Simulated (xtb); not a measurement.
CH₇ClOSi₂, SMILES [SiH3]CO[SiH2]Cl. All values are semi-empirical tight-binding results from xtb (GFN2-xTB unless named), good for trends rather than for accurate numbers. Geometry: GFN2-xTB. The structure was generated by enumeration, and PubChem lists no compound with its InChIKey, so it may never have been made. The values are those of a single conformer.

**Question.** Estimate the properties. (An estimate is asked for; the answer gives what the named calculation found.)

**Answer.** 
| Item | Result |
|---|---|
| orbital gap | 5.46 eV |
| dipole moment | 2.19 D |
| zero-point energy | 45.9 kcal/mol |
| G − E(el) at 298.15 K (modified RRHO) | 24.6 kcal/mol |
| static polarisability (D4 model) | 89.5 bohr³ |
| solvation energy, GFN2-xTB/ALPB(water) | 0.1 kcal/mol |
| solvation energy, GFN2-xTB/ALPB(benzene) | -3.6 kcal/mol |
